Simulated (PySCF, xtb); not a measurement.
CH₄AlClS, SMILES C[S][AlH][Cl].

GFN2-xTB (xtb 6.7.1) at its own geometry gives an orbital gap of 3.76 eV and a dipole moment of 2.20 D.

The structure is a stationary point at TPSSh-D3(BJ)/def2-SVP. Other conformers were not sampled.

What does B3LYP/def2-TZVP in PySCF give? (An estimate is asked for; the answer gives what the named calculation found.)

gap 5.85 eV (levels -7.17 and -1.32 eV), dipole 2.57 D.
